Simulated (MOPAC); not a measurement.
MOPAC input (PM7):

```
PM7 PRECISE GNORM=0.05 LET XYZ CHARGE=-1 GEO-OK AUX(PRECISION=9) THREADS=1
H3Cl2Si2

Cl    2.11238200 1   -1.48098100 1   -0.17882100 1
Si    1.28504200 1    0.52473500 1    0.48185700 1
Si   -0.87509400 1   -0.23788400 1   -0.14988200 1
Cl   -2.38560900 1    1.29615200 1    0.00395400 1
H     1.44882100 1    1.20214200 1   -0.88189000 1
H    -1.11117800 1   -0.76854900 1   -1.52850000 1
H    -1.43206200 1   -1.30742100 1    0.73547900 1
```

From the output:

```
                                                       MOPAC v23.2.5 Linux

          FINAL HEAT OF FORMATION =       -128.01273 KCAL/MOL =    -535.60528 KJ/MOL

          COSMO AREA              =        146.55 SQUARE ANGSTROMS
          COSMO VOLUME            =        142.98 CUBIC ANGSTROMS

          GRADIENT NORM           =          0.03383          =       0.01279 PER ATOM
          IONIZATION POTENTIAL    =          4.099263 EV
          HOMO LUMO ENERGIES (EV) =         -4.099  4.013
          NO. OF FILLED LEVELS    =         13
          MOLECULAR WEIGHT        =        130.1007         POINT GROUP:  C1

          MOLECULAR DIMENSIONS (Angstroms)

            Atom       Atom       Distance
            H     6   Cl     1     4.74992
            H     5    H     7     4.06417
           Cl     4    H     7     2.57468

          SCF CALCULATIONS        =         51

   ATOM   CHEMICAL          X               Y               Z
  NUMBER   SYMBOL      (ANGSTROMS)     (ANGSTROMS)     (ANGSTROMS)

     1      Cl          2.13973162  *  -1.07861812  *   0.74212841  *
     2      Si          1.04966080  *   0.06271421  *  -0.58319294  *
     3      Si         -1.02420598  *  -0.14325377  *  -0.58758097  *
     4      Cl         -2.04176315  *   1.13542807  *   0.73101705  *
     5       H          1.78643258  *   0.96476636  *  -1.43600887  *
     6       H         -1.61259209  *   0.15669379  *  -1.89526247  *
     7       H         -1.44011906  *  -1.48904670  *  -0.18511420  *

                             CARTESIAN COORDINATES

   1   Cl        2.139731618    -1.078618122     0.742128407
   2   Si        1.049660795     0.062714210    -0.583192941
   3   Si       -1.024205977    -0.143253771    -0.587580970
   4   Cl       -2.041763150     1.135428072     0.731017050
   5    H        1.786432576     0.964766356    -1.436008868
   6    H       -1.612592089     0.156693795    -1.895262467
   7    H       -1.440119058    -1.489046702    -0.185114198

           Empirical Formula: H3 Cl2 Si2  =     7 atoms

      MOLECULAR POINT GROUP   :   C1

                  EIGENVALUES
 -21.95081 -20.99669 -14.78669 -10.09917  -9.45078  -9.06011  -8.31003  -8.18169
  -7.40160  -7.22229  -7.19651  -6.35442  -4.09926   4.01288   5.23417   6.08628
   6.71858   9.73744  12.56051  23.21962  23.56749  23.96522  24.08346  25.00981
  26.30419  26.38068  26.43256  27.36281  27.72237  76.04753  76.09696  76.18366
  76.43743  76.43990  77.17401  77.17731  77.33702  77.37719  77.46307

              NET ATOMIC CHARGES AND DIPOLE CONTRIBUTIONS

  ATOM NO.   TYPE          CHARGE      No. of ELECS.   s-Pop       p-Pop       d-Pop
    1         Cl          -0.412790        7.4128     1.97784     5.43350     0.00145
    2         Si          -0.325097        4.3251     0.72802     3.47945     0.11763
    3         Si           0.076253        3.9237     0.92080     2.87304     0.12990
    4         Cl          -0.413926        7.4139     1.98269     5.42935     0.00189
    5          H           0.000860        0.9991     0.99914
    6          H           0.033585        0.9664     0.96642
    7          H           0.041116        0.9589     0.95888
 DIPOLE           X         Y         Z       TOTAL
 POINT-CHG.    -2.627    -0.557    -1.994     3.345
 HYBRID        -0.182    -0.042     1.367     1.380
 SUM           -2.808    -0.599    -0.627     2.939

          ATOMIC ORBITAL ELECTRON POPULATIONS

     Atom    s        px        py        pz      x^2-y^2     xz        z^2       yz        xy
    1 Cl   1.97784   1.82736   1.82762   1.77852   0.00023   0.00038   0.00013   0.00047   0.00025
    2 Si   0.72802   0.81425   1.37671   1.28849   0.02557   0.02523   0.01982   0.02248   0.02453
    3 Si   0.92080   1.16638   0.86448   0.84219   0.02929   0.02825   0.03267   0.01604   0.02366
    4 Cl   1.98269   1.85395   1.79362   1.78178   0.00027   0.00041   0.00027   0.00057   0.00036
    5  H   0.99914
    6  H   0.96642
    7  H   0.95888

 **********************
 *                    *
 * JOB ENDED NORMALLY *
 *                    *
 **********************

 == MOPAC DONE ==
```

The dipole moment of an ion depends on the origin.

The geometry given is a B3LYP-D3(BJ)/def2-TZVP minimum.
